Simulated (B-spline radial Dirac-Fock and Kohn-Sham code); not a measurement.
**Core and valence levels of Sr¹⁹⁺**

System: strontium as Sr¹⁹⁺, [Ar] 3d1; nuclear rms radius 4.224 fm (A = 88).

These are calculated numbers from a radial atomic solver; the model is Dirac-Fock energy differences between relaxed states, corrected for Breit and QED terms. Correlation and solid-state effects are left out. Energies are counted from the vacuum level.

All terms are in eV, carry their sign (relaxation lowers the binding energy) and add up to the binding energy; ⟨r⟩ is the mean radius of the orbital in the initial state.

```tsv
subshell	−ε (Koopmans)	relaxation	Gaunt	retardation	self-energy	vacuum polarisation	binding energy	⟨r⟩ (bohr)
1s	16927.8	-32.03	-28.98	2.16	-14.51	1.57	16856.0	0.039
2s	2976.0	-8.70	-2.44	0.12	-1.64	0.16	2963.5	0.170
2p1/2	2767.1	-10.61	-4.19	0.44	0.17	-0.01	2752.9	0.146
2p3/2	2697.5	-10.21	-3.00	0.49	0.02	-0.01	2684.8	0.150
3s	974.9	-1.13	-0.46	0.03	-0.36	0.03	973.0	0.444
3p1/2	894.5	-1.27	-0.80	0.10	0.03	0.00	892.6	0.434
3p3/2	880.3	-1.21	-0.56	0.11	0.00	0.00	878.7	0.441
3d	774.7	-1.54	-0.16	0.04	0.03	0.00	773.1	0.399
```

For the deepest level, K (1s), the Breit terms make up -0.159 % of the binding energy, QED -0.077 % and orbital relaxation -0.190 %.

Going to the tabulated ground configuration of the next ion removes an electron from M4,5 (3d), computed at 773.1 eV. NIST lists 774 ± 4 eV as the ionisation energy of this species (theoretical), +0.93 eV from the computed value, within the stated uncertainty.
